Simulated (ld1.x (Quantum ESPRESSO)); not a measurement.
Ranking TM potentials for Rh

All share these settings but for the change named:

| Property | Result |
| --- | --- |
| Element | rhodium (Rh) |
| Generator | ld1.x (Quantum ESPRESSO) 7.5 |
| Type | norm-conserving Troullier–Martins (Kleinman–Bylander form) |
| Functional | PBE |
| Relativity | scalar-relativistic |
| Frozen core | [Ar] 3d10 |
| Valence charge | 17 |
| Reference configuration | 4s2 4p6 4d9 5s0 5p0 |
| Partial waves | 4s (bound): rc 1.15 bohr; 4d (bound): rc 1.50 bohr; 4p (bound): rc 1.70 bohr |
| Local potential | the p channel |
| Core correction | none |

Cutoff: the first of the cutoffs (Ry, on a coarse ladder) from which the occupation-weighted sum of valence levels, in a spherical-Bessel basis at the reference potential, stays within 10 and 1 mRy of its value at 400 Ry; the density cutoff is not measured.

The base gives 110 Ry.

Of 9 variants that were run, those that failed, showed a ghost or another fault, or gave nearly equal values are left out.

A variant can come out equal or close to the base.

Question: Rank these variants from softest to hardest (loose cutoff).
A. all radii scaled by about 1.26 (s 1.44, p 2.14, d 1.88 bohr)
B. wave 4d (bound): rc 1.50 bohr becomes 4d (bound): rc 1.44 bohr
C. wave 4s (bound): rc 1.15 bohr becomes 4s (bound): rc 0.98 bohr

Answer: A (70 Ry), B (110 Ry), C (140 Ry).
